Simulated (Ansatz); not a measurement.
Consider the ligand exchange at a Zn–S bond: `[NH2][Zn][SH]` + HBr → `[NH2][Zn][Br]` + H₂S.

Isolated molecules relaxed with PBE0-D4/def2-TZVP in Ansatz; ΔE leaves out vibrations. CCSD(T)/CBS is the MP2 limit (def2-TZVPP, def2-QZVPP) plus CCSD(T) − MP2 in def2-TZVPP, frozen cores. This one scheme is used for every species. Functionals use def2-TZVPP. For Br, Zn outer-core shells are correlated without core-valence functions, which leaves a few kJ/mol of doubt a bond. Scalar relativity is left out up to krypton. One conformer a species, not always the lowest.

`[NH2][Zn][SH]`:

```xyz
6

N     1.224   -0.639    0.643
Zn   -0.052    0.126   -0.395
S    -1.440    1.027   -1.778
H     1.617   -0.087    1.392
H     1.054   -1.573    0.988
H    -2.405    1.145   -0.849
```

HBr:

```xyz
2

Br   -0.051    0.436    0.559
H     0.051   -0.436   -0.559
```

`[NH2][Zn][Br]`:

```xyz
5

N     0.718   -0.574   -0.401
Zn   -0.628    0.531    0.114
Br   -2.305    1.929    0.572
H     1.641   -0.328   -0.067
H     0.574   -1.558   -0.218
```

H₂S:

```xyz
3

S     0.289   -0.295   -0.462
H    -0.919   -0.419    0.108
H     0.630    0.714    0.354
```

```json
{"species": "`[NH2][Zn][SH]`", "BLYP-D4 energy (Eh)": "-2234.29995"}
{"species": "HBr", "BLYP-D4 energy (Eh)": "-2574.78294"}
{"species": "`[NH2][Zn][Br]`", "BLYP-D4 energy (Eh)": "-4409.70019"}
{"species": "H₂S", "BLYP-D4 energy (Eh)": "-399.40067"}
```

(1) Work out ΔE.

Largest T1 diagnostic among the species: 0.015.

Results:

(1) ΔE = (-4409.70019) + (-399.40067) − (-2234.29995) − (-2574.78294) = -0.01797 Eh = -47.2 kJ/mol. CCSD(T)/CBS gives -54.8 kJ/mol.

At CCSD(T), def2-SVP lies −9.6 kJ/mol from the extrapolated value and def2-TZVPP +2.2 kJ/mol. From r2SCAN to r2SCAN0 (25 % exact exchange), in def2-TZVPP and without D4, ΔE moves by −4.6 kJ/mol. In def2-TZVPP, CCSD(T) changes the Hartree–Fock value by +21.3 kJ/mol (the triples alone add +3.0 kJ/mol) and MP2 by +23.0 kJ/mol.
